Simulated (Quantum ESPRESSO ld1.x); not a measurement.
Results of a calculation; reference values are marked as such.
Problem. All-electron atom: La II in [Xe] 5d1 6p1 (not the ground configuration). Level of theory: Dirac Kohn-Sham, BLYP, spin-unpolarised, spherical densities, point nucleus; open shells fill j = l - 1/2 first (ld1.x of Quantum ESPRESSO 7.5). Some entries of the table are withheld. Estimate them.

orbital,occ.,eigenvalue (eV),r(max) (bohr),<r^2> (bohr^2)
1s1/2,2,-38731.6,0.01607,(1)
2s1/2,2,-6168.69,0.09108,0.01356
2p1/2,2,-5818.30,0.06949,(2)
2p3/2,4,-5404.99,0.07465,(3)
3s1/2,2,-1324.31,0.2606,0.09287
3p1/2,2,-1176.61,(4),0.08771
3p3/2,4,-1096.07,(5),0.09535
3d3/2,4,(6),0.2082,0.07847
3d5/2,6,(7),0.2114,0.08064
4s1/2,2,-272.501,0.6085,0.4830
4p1/2,2,-218.172,0.6190,0.5177
4p3/2,4,-201.007,0.6431,0.5598
4d3/2,4,-111.960,0.6672,0.6740
4d5/2,6,-108.981,0.6752,0.6911
5s1/2,2,-45.3690,1.407,2.714
5p1/2,2,-30.5699,1.539,3.441
5p3/2,4,-28.0269,1.605,3.761
5d3/2,1,-9.1894,2.163,8.667
5d5/2,0,-8.9718,2.198,8.957
6s1/2,0,-8.8302,3.565,17.97
6p1/2,1,-5.9942,4.305,26.52
6p3/2,0,-5.7034,4.488,28.58
6d3/2,0,-2.5625,7.181,71.91
6d5/2,0,-2.5334,7.260,73.29
7p1/2,0,-2.1729,9.992,121.8
7p3/2,0,-2.0935,10.31,128.9

Solution. 
(1) 1s1/2 <r^2> (bohr^2): 0.0008536
(2) 2p1/2 <r^2> (bohr^2): 0.009958
(3) 2p3/2 <r^2> (bohr^2): 0.01122
(4) 3p1/2 r(max) (bohr): 0.2472
(5) 3p3/2 r(max) (bohr): 0.2585
(6) 3d3/2 eigenvalue (eV): -837.288
(7) 3d5/2 eigenvalue (eV): -820.057
